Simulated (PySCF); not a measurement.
# Radial density of Ne+ (neon, charge +1)

UHF, [He] 2s2 2p5, 2P determinant. Computed with PySCF 2.14 in x2c-SVPall, with scalar relativity by spin-free X2C-1e.

```tsv
r (bohr)	4πr²ρ (e/bohr)	4πr²(ρα − ρβ)
0.00267	0.05241	0.0001
0.00450	0.1461	0.0002
0.00757	0.3968	0.0005
0.0127	1.017	0.0012
0.0214	2.371	0.0028
0.0360	5.000	0.0061
0.0606	8.638	0.0136
0.102	10.95	0.0442
0.171	8.563	0.1834
0.288	5.130	0.5538
0.485	6.813	1.0816
0.815	6.746	0.9372
1.37	2.233	0.2666
2.31	0.2504	0.0289
3.88	0.0003926	0.0001
```

Densities and radii are taken from the X2C orbitals without a picture-change correction, which distorts them close to the nucleus.
